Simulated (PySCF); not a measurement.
A GIAO shielding run with PySCF (density fitting, non-relativistic, gas phase) on `SCCC(C)(C)C`, C₆H₁₄S:

```
{"job": {"kind": "nmr", "xc": "PBE0", "basis": "pcSseg-1"}, "charge": 0, "multiplicity": 1}
C     -1.311322    -0.872372     1.264087
C     -0.610008    -0.154835     0.105913
C     -1.092724     1.296605     0.056433
C     -0.966354    -0.860146    -1.203989
C      0.906892    -0.219682     0.369464
C      1.772176     0.445913    -0.688151
S      3.552334     0.277080    -0.302651
H     -0.991685    -1.910348     1.321946
H     -2.389877    -0.854846     1.125829
H     -1.081392    -0.389877     2.211610
H     -0.790789     1.833778     0.953051
H     -0.691759     1.815194    -0.810664
H     -2.177962     1.327440    -0.008635
H     -0.577781    -1.876027    -1.210185
H     -0.559810    -0.328079    -2.060204
H     -2.046633    -0.907068    -1.321020
H      1.109456     0.253572     1.334916
H      1.204747    -1.268190     0.449477
H      1.561365     1.509826    -0.784288
H      1.663954    -0.032989    -1.659695
H      3.508253     0.931995     0.856283
```

Hardware: 1 thread of an Arm Neoverse V2, shared host. The job also computes population analyses, field gradients.

(1) How large is the calculation?

(2) How long does it take?

## Answers

(1) 66 electrons, 196 basis functions and 1035 auxiliary functions.

(2) 29 s of wall time, with 12 SCF cycles and 4 response iterations. Times on a shared host scatter by some tens of per cent.
